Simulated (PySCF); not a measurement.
First-order multiplets

Bonds (- single, = double, # triple, : aromatic): O1=C2, C2-F3, C2-C4, C4:C5, C5:C6, C6:C7, C7:C8, C8:C9, C9:C10, C10:C11, C11:O12, O12:C4, C11:C6. C5 carries H13; C7 carries H14; C8 carries H15; C9 carries H16; C10 carries H17.

Calculated, not measured (PySCF 2.14): NMR shieldings at PBE0/pcSseg-1/GIAO, structure optimised with PBE0-D3(BJ)/def2-SVP, J: B3LYP/pcJ-1 (spin–dipole term only in couplings to heteroatoms). No solvent model, single conformer, non-relativistic Hamiltonian.

Referencing at the same level of theory: 1H (σref 31.27), 13C (σref 184.41) vs TMS; 19F (σref 177.25) against CFCl3.

Spectrometer: 800 MHz for 1H. First-order analysis; couplings under 1 Hz (under 4 Hz in carbon signals) are ignored, and nearly equal couplings are merged; the smaller ones broaden or split the lines further.

Problem. What pattern does H13 show (1H)?

Solution. A doublet of doublets at δ 7.72: 1.7 Hz to F3 (1 × 19F, 4 bonds away), 1.0 Hz to H17 (1 × 1H, 5 bonds away). Lines in Hz from the centre (relative intensity): +1.4 (1), +0.3 (1), -0.3 (1), -1.4 (1). The outer lines are 2.7 Hz apart, the sum of the couplings kept, or 0.003 ppm at this field.

Problem. What pattern does C8 show in the proton-coupled 13C spectrum?

Solution. A doublet of doublets at δ 129.7: 169.0 Hz to H15 (1 × 1H, 1 bond away), 7.9 Hz to H17 (1 × 1H, 3 bonds away). Lines in Hz from the centre (relative intensity): +88.5 (1), +80.5 (1), -80.5 (1), -88.5 (1). The outer lines are 176.9 Hz apart, the sum of the couplings kept, or 0.879 ppm at this field.

Problem. What pattern does F3 show (19F)?

Solution. A doublet at δ 15.4: 1.7 Hz to H13 (1 × 1H, 4 bonds away). Lines in Hz from the centre (relative intensity): +0.8 (1), -0.8 (1). The outer lines are 1.7 Hz apart, the sum of the couplings kept, or 0.002 ppm at this field.

Problem. What pattern does H14 show (1H)?

Solution. A doublet at δ 7.98: 8.9 Hz to H15 (1 × 1H, 3 bonds away). Lines in Hz from the centre (relative intensity): +4.5 (1), -4.5 (1). The outer lines are 8.9 Hz apart, the sum of the couplings kept, or 0.011 ppm at this field.

Unscaled 3J(H,H) at this level run about 10 % above measured values.
